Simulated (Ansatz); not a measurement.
`[CH3][Al]([CH3])[TeH]` + `N[SiH]([SiH3])S` → `[CH3][AlH][TeH]` + `CS[SiH](N)[SiH3]`  (redistribution)

Program: Ansatz. Geometries: PBE0-D4/def2-TZVP. ΔE: electronic, gas phase. CCSD(T)/CBS adds triple-zeta CCSD(T) − MP2 to the extrapolated MP2 energy (def2 sets, frozen cores). DFT in def2-TZVPP. B3LYP here is the variant with VWN-RPA as its local correlation; programs differ in this. def2 core potentials past Kr. For Te outer-core shells are correlated without core-valence functions, which leaves a few kJ/mol of doubt a bond. Each species was taken in one conformer, which may not be the lowest.

```csv
level,ΔE (kcal/mol),difference from CCSD(T)/CBS
PBE-D4,12.6,-0.9
r2SCAN-D4,13.7,0.2
PBE0-D4,12.8,-0.7
ωB97X-V,12.4,-1.1
ωB97M-V,13.4,-0.1
B2PLYP,13.6,0.1
PBE,13.2,-0.3
PBE0,13.3,-0.2
B3LYP,13.7,0.2
HF/def2-TZVPP,12.8,-0.7
SCS-MP2/def2-TZVPP,13.0,-0.5
CCSD/def2-TZVPP,13.7,0.2
CCSD(T)/def2-TZVPP,13.5,0.0
HF/def2-QZVPP,12.9,-0.6
MP2/def2-QZVPP,13.6,0.1
HF/CBS(def2),12.9,-0.6
CCSD(T)/CBS,13.5,0
```

Largest T1 diagnostic among the species: 0.012.

The D4 term adds −1.0 kcal/mol with B3LYP and −0.5 kcal/mol with PBE0; it sums over pairs of atoms, weighted by their polarisabilities, and B3LYP, whose exchange is more repulsive, gets the larger term.
